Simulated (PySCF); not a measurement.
# Gas-phase thermal properties of KOH

Method: PySCF energies plus ideal-gas RRHO corrections (1 bar). 'Table' is the NASA 1993 thermochemical table (part measured, part estimated). 6-31G* has spherical d functions here. All species are closed-shell singlets. B3LYP is the form with VWN-RPA correlation. The harmonic model lacks anharmonicity and excited electronic states, which grow with temperature; levels with a mode under 35 cm⁻¹ are left out. The table's entry may be an old estimate for KOH (not checked at source).

```
level           point group  σ  ZPE (kJ/mol)  S°298 (J/mol/K)  Cp298 (J/mol/K)  S°1000 (J/mol/K)  H1000 − H298 (kJ/mol)
--------------  -----------  -  ------------  ---------------  ---------------  ----------------  ---------------------
table                     -  -             -            236.4             48.6             299.4                   36.9
B3LYP/6-31G*            C∞v  1          29.0            237.9             48.7             300.9                   36.9
HF/6-31G*               C∞v  1          32.1            234.1             47.0             296.2                   36.4
PBE/def2-SVP            C∞v  1          29.6            235.2             47.7             297.7                   36.6
PBE0/def2-TZVP          C∞v  1          30.6            235.2             47.8             297.7                   36.6
```
σ: rotational symmetry number. Electronic degeneracy used: 1. Frequencies are unscaled.
